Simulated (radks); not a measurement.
Q: Species: Lu+. Configuration: [Xe] 4f14 6s1 6p1 (not the ground configuration). All-electron calculation, Dirac Kohn-Sham, PBE, spin-unpolarised, spherical densities, point nucleus; open shells are shared between the two j in proportion to 2j + 1. Program: a radial shooting solver on a logarithmic mesh with Libxc functionals.

Spin-orbit splittings of the eigenvalues, e(l+1/2) - e(l-1/2), with zeta = 2 splitting/(2l+1) and mean radii in bohr:

| shell | occ. | splitting (eV) | zeta (eV) | <r> j=l-1/2 | <r> j=l+1/2 |
|---|---|---|---|---|---|
| 2p | 6 | ? | ? | 0.06740 | 0.07502 |
| 3p | 6 | 238.4 | 158.9 | 0.2020 | 0.2162 |
| 3d | 10 | 52.04 | 20.82 | 0.1898 | 0.1942 |
| 4p | 6 | 54.22 | 36.15 | 0.4850 | 0.5177 |
| 4d | 10 | 9.895 | 3.958 | 0.5410 | 0.5525 |
| 4f | 14 | 1.525 | 0.4357 | 0.7125 | 0.7276 |
| 5p | 6 | 6.988 | 4.659 | 1.307 | 1.415 |
| 6p | 1 | 0.6404 | 0.4270 | 3.966 | 4.224 |

Estimate the 2p splitting.

A: 1118 eV (zeta = 745.1 eV).
